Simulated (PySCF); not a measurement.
Gas-phase reaction: 2 Ga2H6 + 2 N2 → GaH3.NH3 + 3 GaNH2

Energies from PySCF, thermal terms from the rigid-rotor harmonic-oscillator model, ideal gas at 1 bar. † marks an energy on the PBE0/def2-TZVP geometry and frequencies; other levels use their own. MP2 freezes the core. All species are closed-shell singlets. Ga: all electrons, no relativistic terms. Adducts (GaH3.NH3) have no counterpoise correction, and HF, PBE, BLYP, B3LYP and PBE0 lack dispersion. Ga2H6, GaH3.NH3, GaNH2: computed as isolated molecules; such fragments, hydroxides, amides, oligomers or adducts are transient or little studied in the gas. MP2 isn't extrapolated to the basis-set limit; its ΔH°(298 K) is 55.5 kJ in def2-SVP and 1.9 kJ in def2-TZVPP. The harmonic model lacks anharmonicity and excited electronic states, which grow with temperature; levels with a mode under 35 cm⁻¹ are left out. Soft modes under 120 cm⁻¹ make the harmonic entropy rough for GaH3.NH3.

```
level               ΔE electronic, kJ  ΔH°(298 K), kJ  ΔS°(298 K), J/K  ΔG°(1200 K), kJ
------------------  -----------------  --------------  ---------------  ---------------
HF/def2-TZVP†                     -67              15               61              -47
M06-2X/def2-TZVP†                -161             -79               61             -140
MP2/def2-SVP†                     -27              56               61               -6
PBE/def2-TZVP†                   -165             -83               61             -145
PBE0/def2-TZVP                   -156             -73               61             -135
ωB97M-V/def2-TZVP†               -134             -52               61             -114
```
ΔH° is lowest at PBE/def2-TZVP† and highest at MP2/def2-SVP†. No reference value is set beside these.
